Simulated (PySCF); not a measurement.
An element was calculated at PBE (PySCF 2.14, spin-free X2C, a triple-zeta basis, no spin-orbit coupling), in the ground configurations that NIST lists.

| Property | Result |
| --- | --- |
| first ionisation energy | 5.520 eV |
| second ionisation energy | 11.194 eV |
| third ionisation energy | 23.830 eV |

Problem. Which element is it?

Solution. Promethium (Pm, Z = 61), in ANO-RCC-VTZP. NIST lists 5.582, 10.938 ± 0.02, 22.44 ± 0.08 eV for these ionisation energies.
